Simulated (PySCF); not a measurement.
Vibration and rotation of CdP

ROHF-CCSD(T) constants of CdP, ⁴Σ⁻ (quartet), unpaired electrons σ ↑, π ↑↑ (Cd def2-TZVPP with ECP28, P def2-TZVPP; scalar-relativistic core potentials (PySCF 2.14); masses 113.9034 and 30.9738 u):

```
ωe              : 100.0 cm⁻¹
ωexe            : 6.81 cm⁻¹
Be              : 0.087346 cm⁻¹
αe              : 0.00297 cm⁻¹
D (centrifugal) : 2.66e-07 cm⁻¹
De to Cd + P    : 0.033 eV
```

Task: Give the vibrational terms G(v) and spacings up to v = 2.

Result: G(v) = ωe(v+½) − ωexe(v+½)².

```csv
v,G(v) (cm⁻¹),G(v) − G(v−1),Bv (cm⁻¹)
0,48,,0.08586
1,135,86,0.08289
2,207,73,0.07992
```

Task: How well does the Morse estimate ωe²/(4ωexe) reproduce De, and what is D0?

Result: It gives 0.046 eV, 138 % of the computed De. D0 = De − G(0) = 0.033 − 0.006 = 0.027 eV.

Correlated steps freeze 5 core orbitals. The bond is weak. Basis-set superposition, not corrected here, can be much of De in a small basis, most of all at correlated wavefunction levels. Spin–orbit coupling is left out. The state is the lowest determinant that a PBE0 search found; another state may lie lower at other levels.
